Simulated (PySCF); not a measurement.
**Correlation energy of Tl (thallium, neutral)**

[Xe] 4f14 5d10 6s2 6p1, 2P determinant. All numbers are calculated (PySCF 2.14, scalar relativity through the core potential, in def2-TZVPPD with the def2 core potential (60 electrons) (7s5p4d2f, 56 functions)). Frozen: 5s2 5p6 5d10; 3 electrons correlated.

MP2 pair energies summed by pair of shells (mhartree):

```csv
pair,energy,share (%)
6s-6s,-15.82,60.2
6s-6p,-10.45,39.8
```

Total MP2 correlation energy: -26.26 mhartree.

Same-spin part -2.21 and opposite-spin part -24.05 mhartree; SCS-MP2 scales them by 1/3 and 6/5 to -29.60 mhartree.
